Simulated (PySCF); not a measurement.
Task: Give a PBE0-D3(BJ)/def2-SVP geometry of `F[SiH2]C/C=C\Cl`.

Result: 
```
atom  x, y, z in Å
F1    -2.4274   -1.0499    0.0425
Si2   -1.6707    0.3912    0.1284
C3     0.0263    0.1172    0.8871
C4     0.8824   -0.7303    0.0120
C5     1.7398   -0.2892   -0.9119
Cl6    2.0265    1.3911   -1.2079
H7    -1.5547    0.9295   -1.2534
H8    -2.4966    1.2843    0.9907
H9     0.4820    1.1100    1.0413
H10   -0.1165   -0.3466    1.8767
H11    0.7786   -1.8174    0.0922
H12    2.3310   -0.9516   -1.5462
```

Any rigid rotation of these coordinates is as good. Atoms count from 1 in this order. The 2 C–C bonds span 1.335 Å (C4=C5, drawn double) to 1.489 Å (C3–C4, drawn single), a spread of 0.154 Å. Of the pairs four or more bonds apart, Cl6···H9 is among the closest relative to their van der Waals radii: 2.74 Å, 93 % of the sum of Bondi's values. Si2 (fluorine-bound silicon) is tetrahedral (angles from 107.6° to 111.3°).

Bonds between heavy atoms (Å): F1–Si2 1.630, Si2–C3 1.879, C3–C4 1.489, C4=C5 1.335, C5–Cl6 1.730.

Theory: PBE0-D3(BJ)/def2-SVP geometry optimisation, gas phase in PySCF.

Point group: C1 (no symmetry element, even within 0.4 Å). Stationary, but not proved a minimum. One conformer, not necessarily the lowest (F1–Si2–C3–C4 64°, Si2–C3–C4–C5 93°).

Hardware: one thread of an Arm Neoverse V1, no GPU, on a shared host. Cost: 58 s of wall time, 0.51 GiB resident at most. This is the geometry optimisation.
